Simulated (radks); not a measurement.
Species: the thulium ion Tm5+. Configuration: [Kr] 4d10 4f11 5s2 5p5.

Method: non-relativistic Kohn-Sham, TPSS, spin-polarised, spherical densities, point nucleus; open shells are filled with parallel spins first (spin-orbit coupling, left out, can overturn this in heavy ions); meta-GGA in the generalised Kohn-Sham scheme; relativity is left out, which matters for an element this heavy; computed with a radial shooting solver on a logarithmic mesh with Libxc functionals.

Energy parts (eV):
total: -352044.51
kinetic: 351949.88
electron-nucleus: -833189.70
Hartree: 136542.92
exchange-correlation: -7347.61

Orbitals (lengths in bohr, moments of r in powers of bohr; r(90%) holds 90 % of the orbital's charge):
orbital	occ.	eigenvalue (eV)	r(90%)
1s up	1	-55192.87	0.0390
1s down	1	-55192.79	0.0390
2s up	1	-8986.547	0.143
2s down	1	-8986.490	0.143
2p up	3	-8583.689	0.127
2p down	3	-8583.604	0.127
3s up	1	-2064.998	0.348
3s down	1	-2063.377	0.347
3p up	3	-1882.047	0.340
3p down	3	-1880.512	0.340
3d up	5	-1542.334	0.312
3d down	5	-1541.140	0.312
4s up	1	-456.6626	0.766
4s down	1	-453.6136	0.766
4p up	3	-382.5322	0.790
4p down	3	-379.4473	0.791
4d up	5	-249.2496	0.852
4d down	5	-246.0967	0.853
4f up	7	-80.9739	1.13
4f down	4	-77.7891	1.14
5s up	1	-108.7938	1.78
5s down	1	-106.5616	1.79
5p up	3	-87.0908	1.96
5p down	2	-85.0702	1.97

The highest occupied level is 4f down at -77.789 eV. Virial ratio -V/T = 2.00027. Summed over all electrons, <r^2> = 27.82 bohr^2, which gives a Langevin (diamagnetic) susceptibility term of -22 x 10^-6 cm^3/mol. The spin density at the nucleus is -0.286 e/bohr^3 (1s -0.080, 2s -0.131, 3s -3.050, 4s 1.353, 5s 1.622). The density falls to 0.001 e/bohr^3 at r = 2.87 bohr. Spin moment in Bohr magnetons: 4.
